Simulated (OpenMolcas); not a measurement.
## Cr3+: moving the ligands

Cr3+ with 4 ligands (oxide) in tetrahedral coordination (Td) at 1.86 Å. A charge of +1.25 e stands 2.6 Å behind each ligand. Ligand basis ANO-RCC-VDZP.
```
Cr    0.0000    0.0000    0.0000
O     1.0739    1.0739    1.0739
O     1.0739   -1.0739   -1.0739
O    -1.0739    1.0739   -1.0739
O    -1.0739   -1.0739    1.0739
```

- Program: OpenMolcas 26.06
- Method: CASSCF
- Basis: ANO-RCC-VDZP [5s4p2d1f]
- Scalar Hamiltonian: DKH2, point nucleus
- Active space: 3 electrons in 5 orbitals (3d)
- State averaging: 2S+1 = 4 even, 10 roots; 2S+1 = 2 even, 40 roots
- Spin-orbit coupling: state interaction with AMFI integrals over the reference wave functions

Runs around this geometry, states (labels of Td). Energies in cm-1 above the lowest state or level, χT in cm3 K/mol; under a threefold ground state the first gap can be a small split of the lowest multiplet, not the spin-orbit step; 10Dq and B are least-squares fits to the states below 45000 cm-1, weighted by degeneracy, with a free offset, and given where the rms deviation is under 5 % of |10Dq| (or 100 cm-1) and under 700 cm-1; 10Dq is negative for this site.

```json
{"R (Å)": "1.84", "Ground state": "4T1", "First state of that spin": "4T2 5625", "10Dq": "-6251", "B (rms of fit)": "959 (288)", "First gap with spin-orbit (degeneracies)": "25.0 (4, 2)", "χT at 300 K": "1.432", "First state of another spin": "2E 12120"}
{"R (Å)": "1.86", "Ground state": "4T1", "First state of that spin": "4T2 5399", "10Dq": "-6015", "B (rms of fit)": "965 (273)", "First gap with spin-orbit (degeneracies)": "25.7 (4, 2)", "χT at 300 K": "1.423", "First state of another spin": "2E 12391"}
{"R (Å)": "1.95", "Ground state": "4T1", "First state of that spin": "4T2 4496", "10Dq": "-5040", "B (rms of fit)": "988 (213)", "First gap with spin-orbit (degeneracies)": "29.3 (4, 2)", "χT at 300 K": "1.387", "First state of another spin": "2E 13482"}
```

Taking |10Dq| as R^-n, n = -ln(5040 / 6251) / ln(1.95 / 1.84) = 3.7 between the shortest and longest distance. The point-charge formula for a cubic d site gives n = 5.

An orbital triplet at a regular site is open to Jahn-Teller coupling, which can distort the site and quench the lowest spin-orbit gaps and is left out. Without dynamic correlation the repulsion within the d shell is too large (B by tens of per cent), so at a given field states of lower spin stand too high. The oxide ions are held by bare point charges, a crude embedding. Ligand-to-metal charge-transfer states are missing. With no ligand orbital active B as a rule stays too high, so bands that hang on it stand too high and its fall with covalency is understated. With metal d orbitals alone and no dynamic correlation the field as a rule comes out too small, by tens of per cent, by up to half for chloride and softer ligands. No measured value stands beside these numbers; the geometry was imposed, not optimised, and the real ion may take another.
